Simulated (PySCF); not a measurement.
**The second ionisation energy along group 14**

Calculated with PySCF 2.14 from differences of total energies of unrestricted determinants, without spin-orbit coupling. Values in eV. The last column holds reference values (NIST; (s) semi-empirical, (t) theoretical, else measured). Unmarked ones compare directly (S terms, centres of terms, or small fine structure); those marked * lie between the lowest fine-structure levels and include a spin-orbit shift.

```json
{"element": "C (def2-TZVP, non-relativistic)", "configurations": "[He] 2s2 2p1 → [He] 2s2", "UHF": "24.170", "MP2 (valence)": "24.372", "SCS-MP2 (valence)": "24.335", "CCSD (valence)": "24.203", "CCSD(T) (valence)": "24.234", "r2SCAN": "25.003", "reference": "24.378"}
{"element": "Si (def2-TZVP, non-relativistic)", "configurations": "[Ne] 3s2 3p1 → [Ne] 3s2", "UHF": "15.837", "MP2 (valence)": "16.082", "SCS-MP2 (valence)": "16.069", "CCSD (valence)": "16.194", "CCSD(T) (valence)": "16.223", "r2SCAN": "16.524", "reference": "16.322"}
{"element": "Ge (def2-TZVP, non-relativistic)", "configurations": "[Ar] 3d10 4s2 4p1 → [Ar] 3d10 4s2", "UHF": "15.224", "MP2 (valence)": "15.456", "SCS-MP2 (valence)": "15.443", "CCSD (valence)": "15.527", "CCSD(T) (valence)": "15.549", "r2SCAN": "15.943", "reference": "15.789"}
{"element": "Sn (def2-TZVP with the def2 core potential (28 electrons), ECP)", "configurations": "[Kr] 4d10 5s2 5p1 → [Kr] 4d10 5s2", "UHF": "13.750", "MP2 (valence)": "13.946", "SCS-MP2 (valence)": "13.933", "CCSD (valence)": "14.009", "CCSD(T) (valence)": "14.027", "r2SCAN": "14.375", "reference": "14.282"}
```

```tsv
method	elements	mean error (eV)	mean absolute error (eV)	largest error (eV)
UHF	4	-0.447	0.447	-0.565
MP2 (valence)	4	-0.228	0.228	-0.336
SCS-MP2 (valence)	4	-0.247	0.247	-0.348
CCSD (valence)	4	-0.209	0.209	-0.272
CCSD(T) (valence)	4	-0.184	0.184	-0.255
r2SCAN	4	0.269	0.269	0.625
```

Errors include the incompleteness of the basis and the frozen core.

"Valence" correlates the outer s and p shells and, in groups 3 to 12 and the f block, the outer d or f shell, open or full, or the next shell where the ion has no valence electron left; the wider scheme adds the next inner shell.
